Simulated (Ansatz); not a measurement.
`[SiH3]O[B]S` radical, 8 atoms. Charge 0, multiplicity 2. All runs use 4 threads of a server CPU on a shared host. Correlated methods freeze the cores. Open-shell runs search over several starts.

Q: Give the basis size and wall time and peak host memory of each of these runs in Ansatz. UKS B2PLYP (frozen core)/def2-TZVPP energy; UKS PBE0-D4/def2-TZVP frequencies; UKS PBE0-D4/def2-TZVP relaxation (7 steps); UHF-CCSD(T)/def2-SVP energy; UKS HSE06-D4/def2-TZVPP energy; UKS PBE0-D4/def2-SVP energy; UKS r2SCAN0-D4/def2-TZVPP energy; UHF-CCSD(T)/def2-TZVPP energy; UKS ωB97M-V/def2-QZVPP energy; UKS CAM-B3LYP-D4/def2-TZVPP energy; UHF-MP2/def2-QZVPP energy; UKS PBE0-D4/def2-QZVPP energy. (Best estimate.)

A: Computed: Other jobs shared the machine, so times are rough.

| level | job | functions | wall time | peak host memory (GiB) |
| --- | --- | --- | --- | --- |
| UKS PBE0-D4/def2-SVP | energy | 84 | 1.2 s | 0.2 |
| UKS HSE06-D4/def2-TZVPP | energy | 202 | 3.6 s | 0.59 |
| UKS CAM-B3LYP-D4/def2-TZVPP | energy | 202 | 3.9 s | 0.64 |
| UHF-CCSD(T)/def2-SVP | energy | 84 | 4.3 s | 0.46 |
| UKS B2PLYP (frozen core)/def2-TZVPP | energy | 202 | 5 s | 0.53 |
| UKS r2SCAN0-D4/def2-TZVPP | energy | 202 | 6.5 s | 0.62 |
| UKS PBE0-D4/def2-QZVPP | energy | 374 | 11 s | 1.4 |
| UHF-MP2/def2-QZVPP | energy | 374 | 15 s | 1.6 |
| UKS PBE0-D4/def2-TZVP | relaxation (7 steps) | 160 | 24 s | 0.44 |
| UKS ωB97M-V/def2-QZVPP | energy | 374 | 25 s | 1.8 |
| UKS PBE0-D4/def2-TZVP | frequencies | 160 | 85 s | 0.43 |
| UHF-CCSD(T)/def2-TZVPP | energy | 202 | 2.6 min | 6.2 |

HSE06 is defined as in plane-wave codes.
